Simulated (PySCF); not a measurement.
C₂H₄FNOSi.

```xyz
10

O      2.8833    -0.8072     0.6089
C      2.4533     0.0637    -0.1025
N      1.1362     0.5450    -0.0637
C      0.1331    -0.2309    -0.2074
Si    -1.5861     0.5391    -0.0183
F     -2.6856    -0.6565    -0.1384
H      3.0845     0.6321    -0.8263
H      0.2758    -1.3081    -0.4380
H     -1.8190     1.5093    -1.1174
H     -1.7030     1.1730     1.3176
```

Geometry: B3LYP-D3(BJ)/def2-SVP. The structure was generated by enumeration; whether it is a known compound was not checked. Other conformers were not sampled.

Calculation: HF/pcSseg-1 (PySCF). Non-relativistic, no solvent.

Computed absolute GIAO shielding of each atom: isotropic value and principal components (ppm):
```tsv
atom	σ(iso)	σ11	σ22	σ33	span
O1	-230.6	-663.8	-354.0	325.9	989.6
C2	9.1	-103.8	32.1	99.0	202.7
N3	-194.5	-527.9	-227.3	171.7	699.7
C4	0.0	-93.5	-53.9	147.4	240.9
Si5	419.4	373.8	412.2	472.3	98.6
F6	414.2	390.4	423.6	428.7	38.3
H7	22.7	21.4	21.9	24.9	3.5
H8	23.0	20.3	23.6	25.3	5.0
H9	27.0	23.7	25.9	31.4	7.7
H10	27.0	23.8	25.9	31.3	7.5
```
